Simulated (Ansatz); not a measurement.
PdN, multiplicity 4 (lowest of 2S+1 = 2, 4, 6 at CCSD(T)/def2-TZVPP on PBE0 minima; our sources give no spin for the ground state, which may be another), most abundant isotopes (105.9035 and 14.0031 u). Constants from fifth-degree fits in 1/R to seven points on the lowest solution found; no spin–orbit coupling, no relativity up to Kr; ω_e x_e and α_e move by some per cent with the fit.

Correlated levels freeze the inner cores; with def2 sets outer-core shells near the valence are correlated too.

Programs: Ansatz (Gaussian basis) for Hartree–Fock, density functionals and correlated methods. Each number belongs to the level named beside it. In def2 rows elements past Kr take small-core potentials, without spin–orbit coupling.

```
level               r_e (Å)  ω_e (cm⁻¹)  ω_e x_e (cm⁻¹)  α_e (cm⁻¹)
------------------  -------  ----------  --------------  ----------
PBE/def2-TZVPP       1.7718       709.9            5.27     0.00400
CCSD(T)/def2-TZVPP   1.7901       666.1            8.81     0.00505
```

Task: Derive the rotational constants, the centrifugal constant, the fundamental, the zero-point energy and the force constant.

Result: 
μ = 12.36775 u.
- PBE/def2-TZVPP: B_e = 16.8576/(μ r_e²) = 0.43417 cm⁻¹; B₀ = B_e − α_e/2 = 0.43217 cm⁻¹; D = 4B_e³/ω_e² = 6.50e-07 cm⁻¹; fundamental ω_e − 2ω_e x_e = 699 cm⁻¹; zero-point energy ω_e/2 − ω_e x_e/4 = 354 cm⁻¹; k = μ(2πcω_e)² = 367 N/m
- CCSD(T)/def2-TZVPP: B_e = 16.8576/(μ r_e²) = 0.42536 cm⁻¹; B₀ = B_e − α_e/2 = 0.42283 cm⁻¹; D = 4B_e³/ω_e² = 6.94e-07 cm⁻¹; fundamental ω_e − 2ω_e x_e = 648 cm⁻¹; zero-point energy ω_e/2 − ω_e x_e/4 = 331 cm⁻¹; k = μ(2πcω_e)² = 323 N/m

Ansatz is a quantum-chemistry and plane-wave program.
